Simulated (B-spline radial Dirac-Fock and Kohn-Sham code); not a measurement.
## Rh: eigenvalues, ΔSCF and the reference

System: neutral rhodium in the configuration [Kr] 4d7 5s1 5p1 (an excited configuration).

The density-functional columns are spherical, spin-unpolarised Dirac-Kohn-Sham results without Breit or QED terms: −ε is minus the orbital energy of the initial state and ΔSCF the difference of two total energies. The reference in the last column comes from multi-electron Dirac-Fock with separately optimised hole states, Breit and Lamb-shift corrections added in first order. All numbers are from a B-spline atomic structure program, in eV; a selection of levels is shown. The Kohn-Sham columns are given as differences from the reference. For the 1s level of heavy atoms much of the gap between ΔSCF and the reference is the Breit and QED part, -68.1 eV here; for other levels the error of the functional can be larger.

| level | LDA −ε − DF | LDA ΔSCF − DF | Dirac-Fock |
| --- | --- | --- | --- |
| 1s | -233.5 | +60.5 | 23234.4 |
| 2s | -94.1 | -44.6 | 3433.5 |
| 2p1/2 | -68.5 | -6.7 | 3162.9 |
| 2p3/2 | -70.4 | -11.6 | 3020.3 |
| 3s | -45.1 | -28.9 | 645.8 |
| 3p1/2 | -34.8 | -18.3 | 539.5 |
| 3p3/2 | -34.5 | -18.4 | 514.3 |
| 3d5/2 | -18.0 | -0.9 | 322.3 |
| 4p1/2 | -9.4 | -2.8 | 67.65 |
| 4p3/2 | -9.5 | -3.0 | 63.74 |
| 4d | -3.6 | +1.7 | 14.04 |
| 5s | -1.9 | +1.4 | 8.51 |
| 5p | -1.7 | +0.7 | 3.97 |

Values without a named source are computed, but for edge energies of neutral atoms, which are taken from tables.
